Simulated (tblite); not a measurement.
C6H13FGe.
Atom-mapped SMILES: `[CH3:1][CH:2]([CH3:3])[C@@H:4]1[GeH2:5][CH2:6][C@H:7]1[F:8]` (hydrogens: H9, H10, H11 on C1; H12 on C2; H13, H14, H15 on C3; H16 on C4; H17, H18 on Ge5; H19, H20 on C6; H21 on C7)

Cartesian coordinates in Å at the GFN2-xTB level; atoms count from 1:
```xyz
21
C6H13FGe angstrom
C     -2.0298   -0.6315    0.7563
C     -1.0578    0.3982    0.1899
C     -1.6784    1.1380   -0.9939
C      0.2365   -0.2872   -0.2213
Ge     1.4111   -1.2158    1.1002
C      2.6260   -0.1934   -0.0898
C      1.4216    0.6280   -0.5625
F      1.4916    0.9461   -1.9040
H     -1.5771   -1.1455    1.6062
H     -2.9487   -0.1543    1.0883
H     -2.2793   -1.3729   -0.0003
H     -0.8252    1.1272    0.9772
H     -2.5673    1.6821   -0.6817
H     -0.9720    1.8465   -1.4192
H     -1.9608    0.4315   -1.7719
H      0.0525   -0.9376   -1.0807
H      1.5153   -2.7200    1.1479
H      1.3371   -0.7066    2.5154
H      3.4512    0.4020    0.2916
H      2.9939   -0.8023   -0.9146
H      1.3505    1.5844   -0.0336
```

Method: GFN2-xTB as coded in tblite; computed harmonic values from a numerical Hessian at the method's own geometry, unscaled. This tight-binding method is rough: wavenumbers can miss measured ones by several per cent, in bad cases by 10 to 20. Modes of hydrogen on germanium can be 10 to 20 % off. One conformer, not necessarily the lowest.

Harmonic wavenumbers (cm⁻¹): 62.0, 81.8, 125.4, 197.3, 207.6, 242.3, 263.7, 305.6, 345.9, 392.3, 408.4, 452.9, 478.4, 511.0, 552.3, 642.7, 703.7, 751.7, 815.1, 894.5, 924.1, 949.6, 981.5, 992.0, 1024.0, 1061.6, 1075.8, 1108.3, 1153.7, 1160.6, 1170.1, 1185.8, 1230.7, 1277.1, 1316.5, 1320.4, 1347.5, 1406.0, 1421.0, 1441.1, 1487.3, 1494.2, 1502.7, 1504.8, 1902.9, 1990.2, 2898.9, 2921.0, 2937.0, 2980.1, 2991.0, 3007.9, 3025.3, 3027.4, 3031.2, 3037.4, 3047.3.

A = 1698, B = 1157, C = 726.4 MHz; mass 178.021 u (most abundant isotopes); point group C1, symmetry number 1.

Problem. Zero-point energy?

Solution. ½Σν̃ = 37384 cm⁻¹ = 106.89 kcal/mol.

Problem. Give the ideal-gas entropy at 350 K and 1 bar in the rigid-rotor, harmonic-oscillator model (classical rotation).

Solution. Translation 42.26, rotation 30.28, vibration 34.26: S = 106.8 cal/(mol K).

Problem. And Cp and H(350 K) − H(0)?

Solution. Cp = 46.87 cal/(mol K), of which vibrations give 38.92 (their classical limit is 57 R = 113.3); H(350 K) − H(0) = 9.41 kcal/mol without the zero-point energy, 6.63 from vibrations.

Problem. Which modes carry the vibrational entropy at 350 K?

Solution. 62.0 cm⁻¹: 4.71; 81.8 cm⁻¹: 4.16; 125.4 cm⁻¹: 3.33; 197.3 cm⁻¹: 2.46; 207.6 cm⁻¹: 2.36; 242.3 cm⁻¹: 2.08 cal/(mol K); the other 51 give 15.17 together.

Problem. How do the functions run with temperature in this model?

Solution. 
| T (K) | S (cal/(mol K)) | Cp (cal/(mol K)) | H − H(0) (kcal/mol) | G − H(0) (kcal/mol) | ln q(vib) |
| --- | --- | --- | --- | --- | --- |
| 50 | 59.2 | 12.1 | 0.47 | -2.49 | 0.32 |
| 100 | 69.4 | 18.2 | 1.23 | -5.72 | 1.27 |
| 298.15 | 99.8 | 41.0 | 7.13 | -22.61 | 6.31 |
| 373.15 | 109.9 | 49.4 | 10.52 | -30.48 | 8.34 |
| 500 | 126.1 | 61.8 | 17.60 | -45.46 | 11.82 |
| 750 | 154.8 | 79.3 | 35.41 | -80.66 | 18.57 |
| 1000 | 179.3 | 90.8 | 56.77 | -122.49 | 24.94 |

q(vib) and H(0) count from the zero-point level.

Problem. Blend soft modes into free rotors: weight 1/[1 + (100 cm⁻¹/ν̃)⁴] for the oscillator and the rest for a rotor with moment μB/(μ + B), μ = h/(8π²ν), B = 10⁻⁴⁴ kg m². What vibrational entropy results?

Solution. 32.39 cal/(mol K) in place of 34.26, which changes −T·S at 350 K by +0.65 kcal/mol.

Hindered rotation and anharmonicity are outside this model. Other conformers, if any are populated, would add a mixing term that is left out. The structure is chiral; the term R ln 2 for an equal mix with its mirror image is left out.
